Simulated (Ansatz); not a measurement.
```yaml
crystal:
  periodic: [false, false, false]
  atoms:
    - {symbol: C, position_ang: [-0.673909, -0.446170, -0.827691]}
    - {symbol: S, position_ang: [-0.220938, -1.735929, 0.464201]}
    - {symbol: Sn, position_ang: [0.641114, 0.408777, 0.697569]}
    - {symbol: H, position_ang: [-1.678013, -0.019105, -0.808842]}
    - {symbol: H, position_ang: [-0.166034, -0.455463, -1.786745]}
    - {symbol: H, position_ang: [0.078526, 1.345867, 2.004801]}
    - {symbol: H, position_ang: [2.394564, 0.532556, 0.349648]}
basis:
  gaussian: {orbitals: def2-mTZVP}
hamiltonian: {xc: {name: PBE0}, dispersion: d2}
```

```sh
$ ansatz run in.yaml --threads 2 --pin off --events-out ev --progress --plain --max-ram 4352MiB
```

Problem. How does Ansatz answer? (Best estimate.)

Solution. Computed: The program refused the input.
```
Error: YAML parse error: error: line 13 column 45: hamiltonian.dispersion: `d2` is not `none`, `rvv10`, `d3bj`, `d3bjatm`, `d4` or a map `{method: …, s8: …, a1: …, a2_bohr: …}` (numbers without units, a2 in bohr) or `{method: …, functional: …}`
11 | basis:
12 |   gaussian: {orbitals: def2-mTZVP}
13 | hamiltonian: {xc: {name: PBE0}, dispersion: d2}
```
